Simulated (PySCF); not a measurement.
Screening by computed properties: pick the candidate that meets the target.

Species are written as SMILES; each is one conformer at its optimised geometry, gas phase, non-relativistic unless stated. Electronic properties by PySCF.

The conformers computed, where there is a choice (atom-mapped SMILES and torsion angles):
- `[CH3:1][CH2:2][C@H:3]([F:4])[CH2:5][F:6]`: C1–C2–C3–F4 -65°, C2–C3–C5–F6 -68°
- `[CH3:1][CH2:2]/[C:3](=[CH:4]/[C:5]([CH3:6])=[O:7])[CH2:8][CH2:9][F:10]`: C1–C2–C3–C4 -99°, C3–C4–C5–C6 -171°, C2–C3–C8–C9 96°, C3–C8–C9–F10 -65°
- `[CH3:1][CH:2]([CH3:3])[C@@:4]1([CH3:5])[CH2:6][C@H:7]1[C:8](=[O:9])[F:10]`: C1–C2–C4–C5 -58°, C6–C7–C8–O9 -163°
- `[CH3:1][C:2](=[O:3])[O:4][C@@H:5]1[SiH2:6][O:7][Si@H:8]1[O:9][SiH3:10]`: C1–C2–O4–C5 -178°, C2–O4–C5–Si6 -28°, O7–Si8–O9–Si10 30°

Question: Wanted: dipole moment below 3.4 D (PBE0/pcSseg-1) and HOMO energy above -7.4 eV (PBE0/pcSseg-1), at GFN2-xTB geometries. Which candidate meets both?
A. `CC[C@H](F)CF`
B. `CC(=O)O[C@@H]1[SiH2]O[Si@H]1O[SiH3]`
C. `CC([C@@]1(C)C[C@H]1C(F)=O)C`
D. `CC/C(=C/C(C)=O)CCF`

Answer: D. Computed values:
| species | dipole moment | HOMO energy |
| --- | --- | --- |
| CC[C@H](F)CF | 0.54 D | -9.08 eV |
| CC/C(=C/C(C)=O)CCF | 2.44 D | -7.15 eV |
| CC(=O)O[C@@H]1[SiH2]O[Si@H]1O[SiH3] | 2.99 D | -7.71 eV |
| CC([C@@]1(C)C[C@H]1C(F)=O)C | 3.82 D | -8.26 eV |
